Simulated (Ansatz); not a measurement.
```yaml
crystal:
  periodic: [false, false, false]
  atoms:
    - {symbol: C, position_ang: [-4.281410, 1.237485, -0.544753]}
    - {symbol: C, position_ang: [-3.666627, 0.832379, 0.810709]}
    - {symbol: C, position_ang: [-2.910442, 1.953845, 1.479089]}
    - {symbol: C, position_ang: [-1.669820, 2.427824, 0.666437]}
    - {symbol: C, position_ang: [-0.679029, 1.369368, 0.408593]}
    - {symbol: C, position_ang: [0.577202, 1.915069, -0.205909]}
    - {symbol: C, position_ang: [1.579132, 0.887854, -0.589922]}
    - {symbol: C, position_ang: [2.215143, 0.157390, 0.636925]}
    - {symbol: C, position_ang: [3.305191, -0.832327, 0.204577]}
    - {symbol: C, position_ang: [2.939086, -1.931625, -0.763436]}
    - {symbol: C, position_ang: [1.850225, -2.825728, -0.187732]}
    - {symbol: C, position_ang: [1.472371, -4.000548, -1.174500]}
    - {symbol: Cl, position_ang: [2.837834, -5.176691, -1.276878]}
    - {symbol: H, position_ang: [-3.481532, 1.354770, -1.304654]}
    - {symbol: H, position_ang: [-4.846222, 0.389038, -1.029818]}
    - {symbol: H, position_ang: [-4.914670, 2.112572, -0.518005]}
    - {symbol: H, position_ang: [-4.527339, 0.531582, 1.413510]}
    - {symbol: H, position_ang: [-3.128083, -0.030712, 0.698771]}
    - {symbol: H, position_ang: [-2.628780, 1.570860, 2.456622]}
    - {symbol: H, position_ang: [-3.626050, 2.815585, 1.595586]}
    - {symbol: H, position_ang: [-2.002746, 2.893471, -0.269821]}
    - {symbol: H, position_ang: [-1.202774, 3.221870, 1.267434]}
    - {symbol: H, position_ang: [-1.105556, 0.576551, -0.245285]}
    - {symbol: H, position_ang: [-0.428987, 0.878129, 1.397594]}
    - {symbol: H, position_ang: [1.086179, 2.686173, 0.432402]}
    - {symbol: H, position_ang: [0.294003, 2.478619, -1.159842]}
    - {symbol: H, position_ang: [2.363811, 1.344242, -1.174220]}
    - {symbol: H, position_ang: [1.198269, 0.104073, -1.250624]}
    - {symbol: H, position_ang: [2.577614, 0.885651, 1.278988]}
    - {symbol: H, position_ang: [1.440878, -0.385968, 1.176882]}
    - {symbol: H, position_ang: [3.732837, -1.339013, 1.103591]}
    - {symbol: H, position_ang: [4.189979, -0.290615, -0.251440]}
    - {symbol: H, position_ang: [3.869344, -2.578450, -0.902881]}
    - {symbol: H, position_ang: [2.664352, -1.528004, -1.755956]}
    - {symbol: H, position_ang: [2.099530, -3.144529, 0.738606]}
    - {symbol: H, position_ang: [0.912527, -2.273324, -0.090227]}
    - {symbol: H, position_ang: [1.249995, -3.622904, -2.136280]}
    - {symbol: H, position_ang: [0.595125, -4.581334, -0.729702]}
basis:
  gaussian: {orbitals: STO-3G}
hamiltonian: {xc: {name: M06-2X}}
```

```sh
$ ansatz run in.yaml --threads 11 --pin off --events-out ev --progress --plain --max-ram 174080MiB --backend cpu
```

Question: How does Ansatz answer? (An estimate is asked.)

Answer: Computed: The program refused the input.
```
Error: YAML parse error: error: line 44 column 19: hamiltonian.xc: no functional is named "M06-2X"; the names, which are not case-sensitive, are SVWN5, SPW92, PBE, PBE0, PBEsol, revPBE, revPBE0, RPBE, rPW86-PBE, HSE06, wPBEh, LC-wPBE, HISS, HF, BLYP, B3LYP, B3LYP5, BHLYP, CAM-B3LYP, r2SCAN, r2SCANh, r2SCAN0, r2SCAN50, m-r2SCAN, B97, wB97, wB97X, wB97X-V, B97M-V, wB97M-V, B2PLYP, B2GP-PLYP, PBE0-DH, PBE-QIDH
42 | basis:
43 |   gaussian: {orbitals: STO-3G}
44 | hamiltonian: {xc: {name: M06-2X}}
```

HSE06 is defined as in plane-wave codes.
